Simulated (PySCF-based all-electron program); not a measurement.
# Bond force of CsBr, singlet

All-electron Kohn–Sham DFT on the free molecule, computed near the basis limit with an in-house program on PySCF integrals; Koelling–Harmon scalar relativity, no spin–orbit coupling, spin-restricted. Forces are good to about 0.002 eV/Å. A positive force pushes the atoms apart.

```json
{"r (Å)": "2.7648", "PBE (eV/Å)": "1.978"}
{"r (Å)": "3.072", "PBE (eV/Å)": "?"}
{"r (Å)": "3.3792", "PBE (eV/Å)": "-0.741"}
```

(1) Fill in the missing PBE forces.

(2) Between which listed lengths does the PBE force vanish, and at which of the two is it smaller?

Answers

(1) 3.072 Å: -0.021 eV/Å.

(2) Between 2.765 and 3.072 Å. The force is smaller at 3.072 Å.
